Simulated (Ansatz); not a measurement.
`N=C[SeH]` + PH₃ → `P[SeH]` + `C=N`  (ligand exchange at the Se–C bond)

Gas-phase electronic energies from Ansatz, PBE0-D4/def2-TZVP geometries. CCSD(T)/CBS is the MP2 limit (def2-TZVPP, def2-QZVPP) plus CCSD(T) − MP2 in def2-TZVPP, frozen cores. This one scheme is used for every species. Functionals use def2-TZVPP. For Se outer-core shells are correlated without core-valence functions, which leaves a few kJ/mol of doubt a bond. Scalar relativity is left out up to krypton. Each species was taken in one conformer, which may not be the lowest.

| level | ΔE (kcal/mol) |
| --- | --- |
| r2SCAN-D4 | -7.7 |
| r2SCAN0 | -9.0 |
| CCSD/def2-SVP | -8.4 |
| HF/def2-QZVPP | -11.7 |

(1) What does CCSD(T)/CBS give? (Estimate.)

Largest T1 diagnostic among the species: 0.013.

Answers

(1) The calculation gave: -10.0 kcal/mol. The listed levels differ from it by 2.3, 1.0, 1.6, -1.7 kcal/mol.

From r2SCAN to r2SCAN0 (25 % exact exchange), in def2-TZVPP and without D4, ΔE moves by −1.3 kcal/mol. At CCSD(T), def2-SVP lies +2.2 kcal/mol from the extrapolated value and def2-TZVPP +1.5 kcal/mol. Leaving LDA and LC-ωPBE aside and taking each functional with its dispersion term where it has one, the values, not all of them listed here, spread over 2.7 kcal/mol, from BHLYP-D4 to revPBE-D4. LDA lies +2.1 kcal/mol from PBE without D4.
